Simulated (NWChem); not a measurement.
System: C3H3ClF2; SMILES C1[C@H]([C@@]1(Cl)F)F

Excerpt of the output:

```
             Northwest Computational Chemistry Package (NWChem) 7.3.0
             --------------------------------------------------------

 C1  symmetry detected

                             Geometry "geometry" -> ""
                             -------------------------

 Output coordinates in angstroms (scale by  1.889725989 to convert to a.u.)

  No.       Tag          Charge          X              Y              Z
 ---- ---------------- ---------- -------------- -------------- --------------
    1 F                    9.0000     0.06214021    -2.13433952    -0.61691177
    2 C                    6.0000     0.66583629    -0.98789438    -0.25117894
    3 C                    6.0000     0.57732706    -0.58008434     1.19773819
    4 C                    6.0000    -0.20557380     0.14750674     0.15786250
    5 F                    9.0000    -1.52873963    -0.05118998     0.12906448
    6 Cl                  17.0000     0.23417577     1.78276927    -0.28953250
    7 H                    1.0000     1.57933715    -0.77898298    -0.81776825
    8 H                    1.0000     1.43381925    -0.09485629     1.67076898
    9 H                    1.0000    -0.02028705    -1.24064076     1.83314690

 Effective nuclear repulsion energy (a.u.)     301.5704780379

                                 NWChem DFT Module
                                 -----------------

 Summary of "ao basis" -> "ao basis" (spherical)
 ------------------------------------------------------------------------------
       Tag                 Description            Shells   Functions and Types
 ---------------- ------------------------------  ------  ---------------------
 F                          def2-svp                 6       14   3s2p1d
 C                          def2-svp                 6       14   3s2p1d
 Cl                         def2-svp                 8       18   4s3p1d
 H                          def2-svp                 3        5   2s1p

            General Information
            -------------------
          SCF calculation type: DFT
          Wavefunction type:  closed shell.
          No. of atoms     :     9
          No. of electrons :    56
           Alpha electrons :    28
            Beta electrons :    28
          Charge           :     0
          Spin multiplicity:     1
          Use of symmetry is: off; symmetry adaption is: off
          Maximum number of iterations: 150
          AO basis - number of functions:   103
                     number of shells:    47
          Convergence on energy requested:  1.00D-06
          Convergence on density requested:  1.00D-05
          Convergence on gradient requested:  5.00D-04

              XC Information
              --------------
                    Becke 1988 Exchange Functional  1.000
              Lee-Yang-Parr Correlation Functional  1.000

             Grid Information
             ----------------
          Grid used for XC integration:  medium
          Radial quadrature: Mura-Knowles
          Angular quadrature: Lebedev.
          Tag              B.-S. Rad. Rad. Pts. Rad. Cut. Ang. Pts.
          ---              ---------- --------- --------- ---------
          F                   0.50       49          10.0       434
          C                   0.70       49           8.0       434
          Cl                  1.00       88          10.0       590
          H                   0.35       45          10.0       434
          Grid pruning is: on
          Number of quadrature shells:   468
          Spatial weights used:  Erf1

      Superposition of Atomic Density Guess
      -------------------------------------

 Sum of atomic energies:        -772.28081055

      Non-variational initial energy
      ------------------------------

 Total energy =    -775.058668
 1-e energy   =   -1666.459081
 2-e energy   =     589.829935
 HOMO         =      -0.272476
 LUMO         =       0.079333

     ---------------------------------------------
      Total Density - Mulliken Population Analysis
     ---------------------------------------------

    Atom       Charge   Shell Charges
 -----------   ------   -------------------------------------------------------
    1 F    9     9.39   1.99  1.14  0.77  3.45  2.04  0.01
    2 C    6     5.63   1.99  0.91  0.29  1.75  0.62  0.07
    3 C    6     6.27   1.99  0.97  0.25  2.08  0.95  0.03
    4 C    6     5.42   1.99  0.88  0.30  1.55  0.61  0.09
    5 F    9     9.38   1.99  1.14  0.77  3.44  2.03  0.01
    6 Cl  17    17.24   2.00  1.99  1.22  0.71  5.94  2.13  3.22  0.02
    7 H    1     0.92   0.69  0.22  0.02
    8 H    1     0.88   0.66  0.19  0.02
    9 H    1     0.86   0.65  0.19  0.03

   convergence    iter        energy       DeltaE   RMS-Dens  Diis-err
 ---------------- ----- ----------------- --------- --------- ---------
 d= 0,ls=0.0,diis     1   -775.3384337034 -1.08D+03  2.37D-02  1.34D+00
 d= 0,ls=0.0,diis     2   -775.0555053609  2.83D-01  1.57D-02  4.40D+00
 d= 0,ls=0.0,diis     3   -775.4796080839 -4.24D-01  2.51D-03  7.68D-02
 d= 0,ls=0.0,diis     4   -775.4844955635 -4.89D-03  1.41D-03  1.68D-02
 d= 0,ls=0.0,diis     5   -775.4858471780 -1.35D-03  4.80D-04  1.81D-03
  Resetting Diis
 d= 0,ls=0.0,diis     6   -775.4860763291 -2.29D-04  7.16D-05  4.89D-05
 d= 0,ls=0.0,diis     7   -775.4860814840 -5.15D-06  5.41D-05  6.18D-06
 d= 0,ls=0.0,diis     8   -775.4860799388  1.55D-06  3.50D-05  1.90D-05
 d= 0,ls=0.0,diis     9   -775.4860822154 -2.28D-06  3.39D-06  8.00D-08
 d= 0,ls=0.0,diis    10   -775.4860822245 -9.05D-09  8.21D-07  9.62D-09

         Total DFT energy =     -775.486082224461
      One electron energy =    -1668.917246166987
           Coulomb energy =      658.369945460153
    Exchange-Corr. energy =      -66.509259555535
 Nuclear repulsion energy =      301.570478037907

 Numeric. integr. density =       56.000009232735

                       DFT Final Molecular Orbital Analysis
                       ------------------------------------

 Vector   26  Occ=2.000000D+00  E=-2.814892D-01
              MO Center=  9.3D-02,  1.0D+00, -1.3D-01, r^2= 3.0D+00
   Bfn.  Coefficient  Atom+Function         Bfn.  Coefficient  Atom+Function
  ----- ------------  ---------------      ----- ------------  ---------------
    81      0.536035  6 Cl px                78      0.414814  6 Cl px
    75      0.239511  6 Cl px                61     -0.229485  5 F  py
     6     -0.172602  1 F  pz                64      0.152985  5 F  py
    20     -0.127241  2 C  pz                 9      0.119597  1 F  pz
    32     -0.115817  3 C  px                34      0.098806  3 C  pz

 Vector   27  Occ=2.000000D+00  E=-2.608204D-01
              MO Center=  3.4D-01, -1.4D-01,  1.0D-01, r^2= 3.6D+00
   Bfn.  Coefficient  Atom+Function         Bfn.  Coefficient  Atom+Function
  ----- ------------  ---------------      ----- ------------  ---------------
     6      0.298647  1 F  pz                33     -0.278572  3 C  py
    81      0.271676  6 Cl px                20      0.251428  2 C  pz
     9     -0.211704  1 F  pz                45     -0.208247  4 C  s
    82     -0.206032  6 Cl py                78      0.203229  6 Cl px
    83      0.196026  6 Cl pz                32      0.151552  3 C  px

 Vector   28  Occ=2.000000D+00  E=-2.313632D-01
              MO Center=  1.0D-01,  2.4D-01, -3.9D-02, r^2= 3.2D+00
   Bfn.  Coefficient  Atom+Function         Bfn.  Coefficient  Atom+Function
  ----- ------------  ---------------      ----- ------------  ---------------
    83      0.379042  6 Cl pz                31     -0.336033  3 C  s
    48     -0.311268  4 C  pz                80      0.279149  6 Cl pz
    17      0.213483  2 C  s                 18     -0.214290  2 C  px
    62     -0.213169  5 F  pz                19      0.183972  2 C  py
    82      0.170976  6 Cl py                77      0.160764  6 Cl pz

 Vector   29  Occ=0.000000D+00  E=-8.778820D-03
              MO Center=  4.6D-01,  2.4D-01,  1.8D-01, r^2= 3.9D+00
   Bfn.  Coefficient  Atom+Function         Bfn.  Coefficient  Atom+Function
  ----- ------------  ---------------      ----- ------------  ---------------
    45      0.630859  4 C  s                 82      0.591898  6 Cl py
    95     -0.593437  8 H  s                 90     -0.584803  7 H  s
   100      0.440795  9 H  s                 74     -0.415422  6 Cl s
    49      0.388472  4 C  px                47      0.380645  4 C  py
    35      0.320175  3 C  px                21      0.290028  2 C  px

 Vector   30  Occ=0.000000D+00  E= 4.599237D-02
              MO Center= -3.0D-02,  5.8D-03,  2.1D-01, r^2= 3.8D+00
   Bfn.  Coefficient  Atom+Function         Bfn.  Coefficient  Atom+Function
  ----- ------------  ---------------      ----- ------------  ---------------
    45      1.127053  4 C  s                100     -0.737887  9 H  s
    22     -0.515768  2 C  py                82      0.487568  6 Cl py
    31      0.460403  3 C  s                 44      0.457627  4 C  s
    74     -0.439307  6 Cl s                 36     -0.384269  3 C  py
    59     -0.362971  5 F  s                  3     -0.328458  1 F  s

 Vector   31  Occ=0.000000D+00  E= 5.906531D-02
              MO Center=  1.0D+00, -5.4D-01,  1.2D+00, r^2= 5.1D+00
   Bfn.  Coefficient  Atom+Function         Bfn.  Coefficient  Atom+Function
  ----- ------------  ---------------      ----- ------------  ---------------
    31      2.127006  3 C  s                 95     -1.282509  8 H  s
   100     -1.247865  9 H  s                 90     -0.883727  7 H  s
    45     -0.683452  4 C  s                 17      0.671400  2 C  s
    37      0.390057  3 C  pz                23     -0.313208  2 C  pz
    82     -0.244350  6 Cl py                30      0.241497  3 C  s

     ---------------------------------------------
      Total Density - Mulliken Population Analysis
     ---------------------------------------------

[...]
```

Level: BLYP/def2-SVP. Geometry: optimised at PBE0/def2-SVP.

Problem. Reconstruct the input file.

Solution. One answer among several that fit: the input that was run:
```
start job
memory heap 200 mb stack 900 mb global 1100 mb
geometry units angstroms noautoz
  F      0.040608    -2.140268    -0.610624
  C      0.653448    -1.004477    -0.227281
  C      0.526114    -0.592245     1.217487
  C     -0.209399     0.147665     0.152021
  F     -1.534422    -0.026559     0.081045
  Cl     0.274754     1.773622    -0.283278
  H      1.588367    -0.813629    -0.764547
  H      1.375860    -0.122025     1.717095
  H     -0.103727    -1.240372     1.834296
end
basis spherical
  F library def2-svp
  C library def2-svp
  Cl library def2-svp
  H library def2-svp
end
dft
  xc becke88 lyp
  iterations 150
  mulliken
end
task dft energy
```
